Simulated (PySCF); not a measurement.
Atoms are numbered as in `[CH3:1][C:2](=[O:3])[O:4][C:5]1=[CH:6][SiH2:7][C@H:8]1[Cl:9]`. Hydrogens are named by the atom that carries them. Ha(Si7) is cis to Cl9 on the ring; Hb(Si7) is trans to Cl9 on the ring.

- structure optimised with GFN2-xTB
- NMR shieldings at PBE0/pcSseg-1/GIAO
- code: PySCF 2.14
- one computed conformer, non-relativistic Hamiltonian, equivalent nuclei averaged, no solvent model

References, each an isolated molecule treated in the same way: TMS for ¹³C and ¹H and ²⁹Si; ¹⁷O against H2O; HCl for ³⁵Cl.

```tsv
atoms	nucleus	count	δ (ppm)
Cl9	³⁵Cl	1	124
H(C8)	¹H	1	4.39
C5	¹³C	1	166.0
C2	¹³C	1	?
H(C1)	¹H	3	2.26
O4	¹⁷O	1	?
O3	¹⁷O	1	?
C1	¹³C	1	24.1
Ha(Si7)	¹H	1	4.59
Si7	²⁹Si	1	-44.3
C6	¹³C	1	122.4
C8	¹³C	1	?
H(C6)	¹H	1	6.31
Hb(Si7)	¹H	1	4.90
```

Problem. Complete the table.

Solution. 
- C2: 175.0 ppm, ester carbonyl carbon; it is a carbonyl in resonance with an O or N lone pair, the region of acids, esters and amides
- C8: 53.9 ppm, allylic sp3 CH bonded to Cl and Si; pulled downfield by the heteroatom
- O3: 470.2 ppm, ester carbonyl oxygen
- O4: 275.4 ppm, ester alkoxy oxygen

Carbons that carry Cl, above all several Cl atoms, come out too deshielded, partly because spin–orbit coupling is missing. Shifts are as computed. Against solution values, carbons near 30 ppm lie about +3 ppm off and those near 130 ppm about +5 ppm; carbons on Cl a further +6 ppm. Of 1211 compounds with measured shifts, 218 miss one by over three times the rms of a fit or turn the order of signals round; such compounds aren't used in these exercises. Unscaled 17O shifts of doubly bonded oxygen tend to come out too high, by tens of ppm or more. Experimental scales use liquid or dissolved standards, which lie at an offset from isolated H2O (liquid H2O: subtract about 36 ppm).
